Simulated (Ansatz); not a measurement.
Program: Ansatz 0.2.0.

A structure relaxed at PBE0-D4/def2-TZVP, charge 0, multiplicity 1:

Cartesian coordinates in Å:
```
C 0.478 -0.263 0.972
O 0.410 0.990 0.314
Bi -0.525 1.213 -1.461
F 0.306 -0.379 -2.348
F -2.184 0.208 -0.960
H -0.519 -0.647 1.209
H 1.027 -0.113 1.905
H 1.007 -1.007 0.369
```

Question: Give its formula and SMILES.

Answer: CH3BiF2O, `C[O][Bi]([F])[F]`.

Question: Point group (tolerance 0.08 Å, 0.16 Å for H)?

Answer: Cs.

Question: Summarise the bond lengths by kind.

Answer: 1 × C–O 1.417 Å; 3 × C–H 1.093 to 1.094 Å; 1 × Bi–O 2.018 Å; 2 × Bi–F 2.003 Å.
